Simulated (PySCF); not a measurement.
PySCF 2.14 output of an unrestricted r2SCAN calculation on a single atom or ion in x2c-SVPall, with scalar relativity by spin-free X2C-1e:

```
SCF conv_tol = 1e-09
number electrons alpha = 2  beta = 2
    J. W. Furness, A. D. Kaplan, J. Ning, J. P. Perdew, and J. Sun.,  J. Phys. Chem. Lett. 11, 8208-8215 (2020)
    J. W. Furness, A. D. Kaplan, J. Ning, J. P. Perdew, and J. Sun.,  J. Phys. Chem. Lett. 11, 9248-9248 (2020)
    J. W. Furness, A. D. Kaplan, J. Ning, J. P. Perdew, and J. Sun.,  J. Phys. Chem. Lett. 11, 8208-8215 (2020)
    J. W. Furness, A. D. Kaplan, J. Ning, J. P. Perdew, and J. Sun.,  J. Phys. Chem. Lett. 11, 9248-9248 (2020)
cycle= 1 E= -24.2888239357637  delta_E= -0.000267  |g|= 0.000308  |ddm|= 0.035
cycle= 2 E= -24.2888240724881  delta_E= -1.37e-07  |g|= 1.61e-05  |ddm|= 0.00151
cycle= 3 E= -24.2888240726006  delta_E= -1.12e-10  |g|= 1.71e-07  |ddm|= 3.68e-05
converged SCF energy = -24.2888240726006  <S^2> = -4.4408921e-16  2S+1 = 1
```

The run itself started from symmetry-adapted Hartree-Fock orbitals and held the occupation by maximum overlap, on a logarithmic radial grid, so the iterations belong to that start.

Which element, charge and spin multiplicity is this?

B⁺ (boron, charge +1), multiplicity 1; the state was [He] 2s2, closed-shell 1S.
